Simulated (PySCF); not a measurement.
BH$_{4}$N$_{2}$Si, CH$_{6}$AlBN, AlBH$_{4}$N, Al$_{2}$BH$_{5}$N (calculated)

Computed with PySCF 2.14.0. Calculation on a computer-drawn molecule: the log of a Hartree-Fock and frozen-core CCSD(T) single point meant for a local Hartree-Fock minimum, with one planted fault or none, to be diagnosed. Offsets are logged minus clean, where the clean run is the same molecule without the fault. The reference is restricted for singlets and unrestricted otherwise, and also for a bond in bohr or an excited solution. Adding or removing an electron swaps singlet and doublet. The excited solution moves the top pair (singlet) or top alpha electron (doublet) to the lowest empty orbital. Highest occupied and lowest empty are orbital energies over both spins, largest force is the largest gradient component, triples share is (T) over the correlation energy, the T1 limit is 0.02 restricted and 0.045 unrestricted, electrons count all cores, a negative frequency is imaginary (commonest isotopes), and the dipole is about the centre of nuclear charge.

Common to all runs: meant basis cc-pV(D+d)Z; logged SCF converged yes; logged CC converged yes; logged SCF stable within its kind yes; possible faults no fault, one electron removed, one electron added, multiplicity raised by two, geometry at a saddle point, SCF held on an excited solution, minimal basis STO-3G, one bond length entered in bohr, all coordinates scaled.

(1) 
```xyz
8
formula=BH4N2Si meant_charge=1 meant_multiplicity=1 logged_electrons=36 logged_basis_functions=85 logged_spin_squared=1.0872 logged_highest_occupied=-14.032 logged_lowest_empty=-4.1106 logged_largest_force=0.030205 logged_T1_diagnostic=0.0305 logged_D1_diagnostic=0.11462 logged_triples_share=0.034297 logged_dipole_magnitude=5.1904 logged_energy_HF=-424.45489 logged_energy_CCSD(T)=-424.95684 planted_fault=one_bond_length_entered_in_bohr,row_2_of_the_drawn_bonds HF_energy_offset_from_clean_run=147.6 CCSD(T)_energy_offset_from_clean_run=160.3
N      0.9225     0.2908    -1.1214
B      0.7100     0.7980     0.1069
N      0.3254     1.7178     2.3353
Si     0.0724     2.3136     3.7898
H      1.7920     0.4028    -1.6089
H      0.2241    -0.2292    -1.6194
H     -1.2081     2.1241     4.4622
H      1.1156     3.0624     4.4818
```

Units: logged_highest_occupied, logged_lowest_empty in eV; logged_largest_force in hartree/bohr; logged_dipole_magnitude in debye; logged_energy_HF, logged_energy_CCSD(T) in hartree; HF_energy_offset_from_clean_run, CCSD(T)_energy_offset_from_clean_run in kcal/mol.

Drawn bonds:
```tsv
atom	other atom	order
1	2	1
2	3	1
3	4	2
1	5	1
1	6	1
4	7	1
4	8	1
```

(2) 
```xyz
10
formula=CH6AlBN meant_charge=1 meant_multiplicity=1 logged_electrons=36 logged_basis_functions=95 logged_spin_squared=0 logged_highest_occupied=-16.435 logged_lowest_empty=-2.8538 logged_largest_force=0.056411 logged_T1_diagnostic=0.011919 logged_D1_diagnostic=0.033327 logged_triples_share=0.026545 logged_dipole_magnitude=4.0189 logged_energy_HF=-362.18514 logged_energy_CCSD(T)=-362.67067 planted_fault=all_coordinates_scaled,by_-5.7_% HF_energy_offset_from_clean_run=21.43 CCSD(T)_energy_offset_from_clean_run=27.21
N     -1.5559     1.6027     1.6135
B     -1.1244     0.4362     1.4489
C     -0.7158    -0.8741     1.3094
Al    -1.9383    -2.1405     2.1464
H     -2.3612     1.7927     2.0788
H     -1.1042     2.3696     1.2838
H     -0.6803    -1.1721     0.3207
H      0.1913    -1.0549     1.7700
H     -1.5079    -3.5369     2.0103
H     -3.1191    -1.5408     2.7977
```

Units: logged_highest_occupied, logged_lowest_empty in eV; logged_largest_force in hartree/bohr; logged_dipole_magnitude in debye; logged_energy_HF, logged_energy_CCSD(T) in hartree; HF_energy_offset_from_clean_run, CCSD(T)_energy_offset_from_clean_run in kcal/mol.

Drawn bonds:
```tsv
atom	other atom	order
1	2	1
2	3	1
3	4	1
1	5	1
1	6	1
3	7	1
3	8	1
4	9	1
4	10	1
```

(3) 
```xyz
10
formula=CH6AlBN meant_charge=1 meant_multiplicity=1 logged_electrons=35 logged_basis_functions=95 logged_spin_squared=0.8 logged_highest_occupied=-21.175 logged_lowest_empty=-13.65 logged_largest_force=0.07802 logged_T1_diagnostic=0.090758 logged_D1_diagnostic=0.54892 logged_triples_share=0.030397 logged_dipole_magnitude=1.9564 logged_energy_HF=-361.6711 logged_energy_CCSD(T)=-362.14158 planted_fault=one_electron_removed HF_energy_offset_from_clean_run=344 CCSD(T)_energy_offset_from_clean_run=359.2
N     -1.6500     1.6996     1.7111
B     -1.1924     0.4626     1.5365
C     -0.7591    -0.9269     1.3886
Al    -2.0555    -2.2699     2.2762
H     -2.5040     1.9011     2.2045
H     -1.1709     2.5129     1.3614
H     -0.7215    -1.2430     0.3401
H      0.2028    -1.1187     1.8770
H     -1.5990    -3.7507     2.1318
H     -3.3076    -1.6340     2.9668
```

Units: logged_highest_occupied, logged_lowest_empty in eV; logged_largest_force in hartree/bohr; logged_dipole_magnitude in debye; logged_energy_HF, logged_energy_CCSD(T) in hartree; HF_energy_offset_from_clean_run, CCSD(T)_energy_offset_from_clean_run in kcal/mol.

Drawn bonds:
```tsv
atom	other atom	order
1	2	1
2	3	1
3	4	1
1	5	1
1	6	1
3	7	1
3	8	1
4	9	1
4	10	1
```

Notes: T1 above single-reference limit.

(4) 
```xyz
7
formula=AlBH4N meant_charge=1 meant_multiplicity=1 logged_electrons=28 logged_basis_functions=71 logged_spin_squared=2.0075 logged_highest_occupied=-12.146 logged_lowest_empty=-7.2233 logged_largest_force=0.038718 logged_T1_diagnostic=0.025779 logged_D1_diagnostic=0.10358 logged_triples_share=0.029784 logged_dipole_magnitude=0.46516 logged_energy_HF=-323.03235 logged_energy_CCSD(T)=-323.36304 planted_fault=multiplicity_raised_by_two HF_energy_offset_from_clean_run=78.43 CCSD(T)_energy_offset_from_clean_run=86.71
N     -2.1393     0.6045    -1.1516
B     -1.0188     0.9278    -1.8624
Al    -0.5656     2.9763    -2.4594
H     -2.3213    -0.3483    -0.8909
H     -2.8500     1.2326    -0.8358
H     -0.2083     0.1256    -2.2090
H     -0.1654     4.4054    -2.9252
```

Units: logged_highest_occupied, logged_lowest_empty in eV; logged_largest_force in hartree/bohr; logged_dipole_magnitude in debye; logged_energy_HF, logged_energy_CCSD(T) in hartree; HF_energy_offset_from_clean_run, CCSD(T)_energy_offset_from_clean_run in kcal/mol.

Drawn bonds:
```tsv
atom	other atom	order
1	2	1
2	3	1
1	4	1
1	5	1
2	6	1
3	7	1
```

(5) 
```xyz
7
formula=AlBH4N meant_charge=1 meant_multiplicity=1 logged_electrons=27 logged_basis_functions=71 logged_spin_squared=0.8051 logged_highest_occupied=-22.883 logged_lowest_empty=-13.976 logged_largest_force=0.065396 logged_T1_diagnostic=0.02439 logged_D1_diagnostic=0.078322 logged_triples_share=0.031068 logged_dipole_magnitude=3.5325 logged_energy_HF=-322.61025 logged_energy_CCSD(T)=-322.93268 planted_fault=one_electron_removed HF_energy_offset_from_clean_run=343.3 CCSD(T)_energy_offset_from_clean_run=356.8
N     -2.1393     0.6045    -1.1516
B     -1.0188     0.9278    -1.8624
Al    -0.5656     2.9763    -2.4594
H     -2.3213    -0.3483    -0.8909
H     -2.8500     1.2326    -0.8358
H     -0.2083     0.1256    -2.2090
H     -0.1654     4.4054    -2.9252
```

Units: logged_highest_occupied, logged_lowest_empty in eV; logged_largest_force in hartree/bohr; logged_dipole_magnitude in debye; logged_energy_HF, logged_energy_CCSD(T) in hartree; HF_energy_offset_from_clean_run, CCSD(T)_energy_offset_from_clean_run in kcal/mol.

Drawn bonds:
```tsv
atom	other atom	order
1	2	1
2	3	1
1	4	1
1	5	1
2	6	1
3	7	1
```

(6) 
```xyz
9
formula=Al2BH5N meant_charge=0 meant_multiplicity=2 logged_electrons=43 logged_basis_functions=99 logged_spin_squared=0.9409 logged_highest_occupied=-7.1237 logged_lowest_empty=0.72218 logged_largest_force=0.010029 logged_T1_diagnostic=0.044066 logged_D1_diagnostic=0.17976 logged_triples_share=0.025766 logged_dipole_magnitude=2.0955 logged_energy_HF=-565.82406 logged_energy_CCSD(T)=-566.25058 planted_fault=one_bond_length_entered_in_bohr,row_3_of_the_drawn_bonds HF_energy_offset_from_clean_run=27.88 CCSD(T)_energy_offset_from_clean_run=30.24
N      0.7530    -1.6598    -1.5022
B     -0.2819    -1.0483    -0.7997
Al    -0.3361    -1.0949     1.3740
Al    -3.5961     1.3662     4.1179
H      1.5176    -2.1328    -1.0664
H      0.8066    -1.6641    -2.5015
H     -1.1310    -0.5117    -1.4724
H      0.8819    -1.7575     2.1742
H     -4.9879     0.9090     4.7556
```

Units: logged_highest_occupied, logged_lowest_empty in eV; logged_largest_force in hartree/bohr; logged_dipole_magnitude in debye; logged_energy_HF, logged_energy_CCSD(T) in hartree; HF_energy_offset_from_clean_run, CCSD(T)_energy_offset_from_clean_run in kcal/mol.

Drawn bonds:
```tsv
atom	other atom	order
1	2	1
2	3	1
3	4	1
1	5	1
1	6	1
2	7	1
3	8	1
4	9	1
```
